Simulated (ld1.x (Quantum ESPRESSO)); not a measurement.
# Ni: excitation energies, all-electron against TM

* Element: Ni
* Generator: ld1.x (Quantum ESPRESSO) 7.5
* Type: norm-conserving Troullier–Martins (Kleinman–Bylander form)
* Functional: PBEsol
* Relativity: scalar-relativistic
* Frozen core: [Ne]
* Valence charge: 18
* Reference configuration: 3s2 3p6 3d8 4s2 4p0
* Partial waves: 3s (bound): rc 0.75 bohr; 3d (bound): rc 1.05 bohr; 3p (bound): rc 1.15 bohr
* Local potential: the p channel
* Core correction: none

Occupied shells without a wave of their own: 4s. They enter only through the test configuration that unscreens the potential.

Energies are relative to the spin-unpolarised reference configuration 3s2 3p6 3d8 4s2 4p0; without spin polarisation the order of configurations can differ from experiment.

**Question.** Give the all-electron excitation energy and the error of the potential for: 3s2 3p6 3d8 4s1 4p0; 3s2 3p6 3d8 4s0 4p0; 3s2 3p6 3d7 4s0 4p0; 3s2 3p6 3d9 4s0 4p0; 3s2 3p6 3d6 4s0 4p0; 3s2 3p6 3d9 4s1 4p0; 3s2 3p6 3d8 4s0 4p1.

**Answer.**

```
valence configuration  charge  ΔE all-electron (eV)  error AE − PS (meV)
  3s2 3p6 3d8 4s1 4p0      +1                 9.337                 -140
  3s2 3p6 3d8 4s0 4p0      +2                26.597                 -357
  3s2 3p6 3d7 4s0 4p0      +3                64.034                 -539
  3s2 3p6 3d9 4s0 4p0      +1                 6.264                 -211
  3s2 3p6 3d6 4s0 4p0      +4               121.554                 -721
  3s2 3p6 3d9 4s1 4p0       0                -1.608                  -76
  3s2 3p6 3d8 4s0 4p1      +1                15.049                 -256
```

ld1.x printed “convergence not achieved” for 2 of the counted tests; their residual had stalled under 1e-8, short of the target of 1e-14. The 4s level has no wave, so the channel is fitted at the deeper level alone: the likely source of the large errors.
